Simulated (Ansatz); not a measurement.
Total energies of Sn4H8 (the lowest singlet isomer of a short search) from Ansatz at PBE-D4/def2-TZVP, gas phase (1 Eh = 27.2114 eV = 2625.5 kJ/mol). The reference geometry is relaxed at PBE-D4/def2-SVP.

```tsv
atom	x (Å)	y (Å)	z (Å)
Sn1	-1.617	-0.262	-1.053
Sn2	1.525	-0.276	1.516
Sn3	-0.136	1.706	0.358
Sn4	1.144	-2.398	-0.464
H5	3.103	0.438	1.716
H6	-1.642	-0.417	-2.782
H7	1.435	-1.095	-1.682
H8	0.539	2.691	-0.906
H9	-3.189	-0.760	-0.489
H10	0.913	-0.468	3.139
H11	-1.288	2.705	1.201
H12	-0.786	-1.864	-0.553
```

```csv
state,geometry,energy (Eh)
charge 0 singlet,reference,-861.99212
charge 1 doublet,reference,-861.71170
charge 0 triplet,relaxed at PBE-D4/def2-SVP,-861.93946
charge 0 quintet,relaxed at PBE-D4/def2-SVP,-861.85242
free Sn atom (triplet),–,-214.24935
free H atom (doublet),–,-0.49962
```

In the def2 sets Sn takes a core potential; there is no spin–orbit coupling.

Work out the vertical ionisation energy to the doublet.

E(charge 1 doublet) − E(charge 0 singlet) = -861.71170 − (-861.99212) = 0.28042 Eh = 7.63 eV. For comparison, −ε of the highest occupied level is 5.43 eV at this level, 2.20 eV less.

Which of the charge 0 states is lowest, and how far above it are the others?

The singlet. triplet: -861.93946 − (-861.99212) = 0.05266 Eh = 138.3 kJ/mol; quintet: -861.85242 − (-861.99212) = 0.13970 Eh = 366.8 kJ/mol. The quintet differs in its bonds from the reference.

What is the binding energy per atom against free atoms?

Atoms: 4 × (-214.24935) + 8 × (-0.49962) = -860.99436 Eh. Binding: -860.99436 − (-861.99212) = 0.99776 Eh = 27.15 eV, or 2.26 eV for each of 12 atoms (no zero-point energy, no counterpoise term).

The structure comes from a short search, and lower isomers may exist.
